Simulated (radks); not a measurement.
Bi XXIX, configuration [Kr] 4d10 4f9 (the NIST ground configuration).

Calculated with a radial shooting solver on a logarithmic mesh with Libxc functionals: scalar-relativistic Kohn-Sham, PBE, spin-polarised, spherical densities, finite nucleus; open shells are filled with parallel spins first (spin-orbit coupling, left out, can overturn this in heavy ions); Fermi nuclear charge, rms radius 5.5211 fm.

Energy parts (hartree):
| part | energy |
|---|---|
| total | -21156.2511 |
| kinetic | 24022.5205 |
| electron-nucleus | -51057.6749 |
| Hartree | 6239.1377 |
| exchange-correlation | -360.2344 |

Orbitals (lengths in bohr, moments of r in powers of bohr):
| orbital | occ. | eigenvalue (hartree) | <r> | <r^4> | <r^2> | <1/r> |
|---|---|---|---|---|---|---|
| 1s down | 1 | -3362.883 | 0.01580 | 3.330e-07 | 0.0003463 | 103.2 |
| 1s up | 1 | -3362.882 | 0.01580 | 3.330e-07 | 0.0003463 | 103.2 |
| 2s up | 1 | -630.9441 | 0.06649 | 0.00004778 | 0.005244 | 24.26 |
| 2s down | 1 | -630.9368 | 0.06648 | 0.00004777 | 0.005244 | 24.26 |
| 2p up | 3 | -544.6667 | 0.06054 | 0.00003995 | 0.004484 | 21.23 |
| 2p down | 3 | -544.6609 | 0.06053 | 0.00003994 | 0.004484 | 21.23 |
| 3s up | 1 | -176.7145 | 0.1714 | 0.001697 | 0.03359 | 9.002 |
| 3s down | 1 | -176.5073 | 0.1712 | 0.001692 | 0.03354 | 9.011 |
| 3p up | 3 | -152.0287 | 0.1734 | 0.001897 | 0.03485 | 8.126 |
| 3p down | 3 | -151.8159 | 0.1732 | 0.001891 | 0.03479 | 8.134 |
| 3d up | 5 | -127.2423 | 0.1571 | 0.001450 | 0.02885 | 7.617 |
| 3d down | 5 | -127.0796 | 0.1569 | 0.001443 | 0.02877 | 7.625 |
| 4s up | 1 | -63.69766 | 0.3680 | 0.03294 | 0.1525 | 3.992 |
| 4s down | 1 | -63.38332 | 0.3684 | 0.03308 | 0.1528 | 3.985 |
| 4p up | 3 | -55.32883 | 0.3887 | 0.04213 | 0.1711 | 3.618 |
| 4p down | 3 | -55.03128 | 0.3892 | 0.04236 | 0.1715 | 3.610 |
| 4d up | 5 | -45.87262 | 0.3989 | 0.05001 | 0.1823 | 3.312 |
| 4d down | 5 | -45.57872 | 0.3997 | 0.05044 | 0.1830 | 3.303 |
| 4f up | 7 | -35.69292 | 0.3885 | 0.05077 | 0.1741 | 3.023 |
| 4f down | 2 | -35.36547 | 0.3899 | 0.05172 | 0.1756 | 3.015 |

The highest occupied level is 4f down at -962.34 eV. For comparison, the ionisation energy in NIST's Atomic Spectra Database is 990 eV (theoretical). In exact Kohn-Sham theory the highest level is minus the ionisation energy, but local and semilocal functionals leave it too shallow, through self-interaction and a potential that decays too fast; potentials with the right tail come closer. The density falls to 0.001 e/bohr^3 at r = 1.22 bohr. The spin density at the nucleus is -46.52 e/bohr^3 (1s 0.15, 2s -8.73, 3s -88.01, 4s 50.07). Spin moment in Bohr magnetons: 5.
